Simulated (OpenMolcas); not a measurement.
**Tc3+: moving or changing the point charges**

Tc3+ among 6 point charges of -1.7 e arranged as an octahedron (Oh), 2.2 Å from the ion.
```
   2.2000    0.0000    0.0000  -1.70
   0.0000    2.2000    0.0000  -1.70
  -2.2000    0.0000    0.0000  -1.70
   0.0000   -2.2000    0.0000  -1.70
   0.0000    0.0000    2.2000  -1.70
   0.0000    0.0000   -2.2000  -1.70
```

| Item | Value |
| --- | --- |
| Program | OpenMolcas |
| Method | SS-CASPT2, IPEA 0.25 Eh, imaginary shift 0.1 Eh (closed shells correlated: 4s 4p) |
| Basis | ANO-RCC-VDZP [6s5p3d1f] |
| Scalar Hamiltonian | DKH2, point nucleus |
| Active space | 4 electrons in 5 orbitals (4d) |
| State averaging | 2S+1 = 5 even, 5 roots; 2S+1 = 3 even, 45 roots; 2S+1 = 1 even, 50 roots |
| Spin-orbit coupling | RASSI with atomic mean-field integrals over the reference wave functions |

Runs around this geometry, states (labels of O, the rotations of Oh). Energies in cm-1 above the lowest state or level, χT in cm3 K/mol; 10Dq and B are least-squares fits to the states below 45000 cm-1, weighted by degeneracy, with a free offset, and given where the rms deviation is under 5 % of |10Dq| (or 100 cm-1) and under 700 cm-1.

```tsv
R (Å)	q (e)	Ground state	First state of that spin	10Dq	B (rms of fit)	First gap with spin-orbit (degeneracies)	χT at 300 K	First state of another spin
2.2	-1.1	5E	5T2 4170			190 (1, 3)	1.999	3T1 14460
2.01	-1.7	5E	5T2 9910	10306	684 (469)	140 (1, 3)	2.519	3T1 8860
2.2	-1.7	5E	5T2 6450			150 (1, 3)	2.329	3T1 12340
2.36	-1.7	5E	5T2 4610			180 (1, 3)	2.083	3T1 14070
```

Taking the first state of the same spin as R^-n, n = -ln(4610 / 9910) / ln(2.36 / 2.01) = 4.8 between the shortest and longest distance.

Scaling the charges by -1.1 / -1.7 = 0.65 scales the first state of the same spin by 4170 / 6450 = 0.65; with fixed orbitals a first-order splitting would follow the charge.

Roots that are degenerate in the reference are averaged as groups; the widest CASPT2 spread within a group is 470 cm-1 (the 3-fold group of multiplicity 3 near 47600 cm-1 above the lowest state of its run, R = 2.2, q = -1.7). Shifts and gaps below about the spread of the groups concerned are not significant. An orbital doublet at a regular site is open to a Jahn-Teller distortion, which this geometry leaves out. This shell can be high or low spin here, a state of another spin lies low, and with metal d orbitals alone active their balance is uncertain, so the ground spin may be wrong. Point charges give a weaker field than real ligands, and real ions of this kind are as a rule low spin; the high spin found here belongs to the model. Free-ion shares, where given, are those of the reference states; single-state CASPT2 does not remix them. This field is weak: 10Dq is about 4262 cm-1, while octahedral complexes of 4d ions of charge 3 and more, computed by the same method with explicit ligands, had a median near 25000 cm-1. Ground spin and moment need not be those of a real site (figures for R = 2.2, q = -1.1; the like holds for R = 2.01, q = -1.7, R = 2.2, q = -1.7, R = 2.36, q = -1.7). The ground term spreads over less than 5000 cm-1, several times less than with real ligands, so orbital moments are less quenched and χT lies further from the spin-only value than at real sites (holds for R = 2.2, q = -1.1; R = 2.36, q = -1.7). Point charges carry no covalency, so the field is a model and not that of real ligands. No measured value stands beside these numbers.
